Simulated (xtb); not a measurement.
TiO2, SMILES [Ti](=[O])=[O], multiplicity 1. All values are semi-empirical tight-binding results from xtb (GFN2-xTB unless named), good for trends rather than for accurate numbers. Geometry optimised at GFN2-xTB. The multiplicity is an assumed one; other spin states were not compared. The isomer is the one that the SMILES or the coordinates give; other isomers of the formula were not compared.

Optimised geometry:

Bonds (Å): Ti1–O2 1.630, Ti1–O3 1.630. Bond angles (°): O2–Ti1–O3 113.6.

For metal compounds this method's bond lengths and energies can be far off.

- point group as xtb finds it = C2v
- orbital gap = 1.72 eV
- zero-point energy = 2.7 kcal/mol
- G − E(el) at 298.15 K (modified RRHO) = -13.1 kcal/mol

Q: Give the atomic charges and the Wiberg bond orders between heavy atoms. (Estimate from the structure and the level; the computed values follow.)

A: charges (e) Ti1 1.04, O2 -0.52, O3 -0.52. Bond orders Ti1–O2 2.09, Ti1–O3 2.09.
